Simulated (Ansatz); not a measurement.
**Abstraction of F: GaHF2 + SiH(SiH3)2 → GaHF + SiH(SiH3)2F**

Gas-phase species: GaHF2 `[F][GaH][F]`, singlet; SiH(SiH3)2, doublet; GaHF `[F][GaH]`, doublet; SiH(SiH3)2F, singlet. A radical takes F: the energy is the difference in strength between the Ga–F bond broken and the Si–F bond made.

Shapes, held fixed at every level: PBE0-D4/def2-TZVP. Programs: Ansatz 0.2.0. The zero-point and thermal change to 298 K, harmonic and unscaled (PBE0-D4/def2-TZVP), is -0.8 kJ/mol.

```
              level                    kind  ΔH(298 K) (kJ/mol)  less CCSD(T)/def2-TZVPP
       MP2/def2-SVP     perturbation theory                -8.3                    +28.0
   SPW92/def2-TZVPP                     LDA               -50.0                    -13.7
B3LYP-D4/def2-TZVPP           global hybrid               -56.6                    -20.3
 wB97X-V/def2-TZVPP  range-separated hybrid               -47.9                    -11.6
  B2PLYP/def2-TZVPP           double hybrid               -48.8                    -12.5
    CCSD/def2-TZVPP   coupled cluster or CI               -37.6                     -1.3
 CCSD(T)/def2-TZVPP   coupled cluster or CI               -36.3                      0.0
```

The highest level, CCSD(T)/def2-TZVPP, gives ΔH(298 K) = -36.3 kJ/mol; the levels span -56.6 to -8.3. The column of differences is taken from that level and isn't an error. No measured value is set beside it here. Open shells run unrestricted. Relativity is left out for Ga. Outer-core shells of Ga are correlated, in sets that cover them unevenly.
